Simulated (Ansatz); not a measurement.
SiH(SiH3)3 (Si4H10). Total charge 0; triplet. Geometry PBE-D4/def2-SVP, that of the neutral singlet; atoms count from 1.

Cartesian coordinates in Å:
```
Si 0.2318 -0.4854 0.4517
H 0.7308 -1.5284 1.4231
Si 1.8947 -0.0159 -1.1450
H 2.2255 -1.2419 -1.9537
H 3.1504 0.4817 -0.4801
H 1.3865 1.0526 -2.0764
Si -0.3031 1.4940 1.6054
H 0.9186 2.0827 2.2594
H -1.3430 1.2334 2.6629
H -0.8536 2.4954 0.6243
Si -1.6908 -1.2705 -0.6538
H -1.4008 -2.5527 -1.3881
H -2.1349 -0.2335 -1.6513
H -2.8121 -1.5115 0.3215
```

At PBE0-D4/def2-TZVP a singlet of charge 0 lies 5.67 eV below the triplet at the same geometry.

(1) Estimate the Mulliken populations from the PBE0/def2-TZVP orbitals of Ansatz.

(2) Where does the spin sit?

(3) And the Mayer bond orders between heavy atoms (over 0.3)?

Answers

(1) 
```
atom  charge (e)  spin (α − β)
 Si1       -0.05          0.72
  H2        0.01          0.02
 Si3       -0.01          0.48
  H4       -0.02          0.16
  H5        0.01         -0.01
  H6        0.02          0.00
 Si7       -0.01          0.48
  H8        0.01         -0.01
  H9       -0.02          0.16
 H10        0.02          0.00
Si11        0.02         -0.02
 H12        0.01          0.01
 H13        0.00          0.00
 H14        0.01          0.01
```
Mulliken values depend strongly on the basis.

(2) Summed by element: Si 1.67, H 0.33, of 2 unpaired in all. Largest on single atoms: Si1 0.72, Si7 0.48, Si3 0.48.

(3) Si1–Si3 0.90 (2.35 Å); Si1–Si7 0.90 (2.35 Å); Si1–Si11 0.95 (2.35 Å).
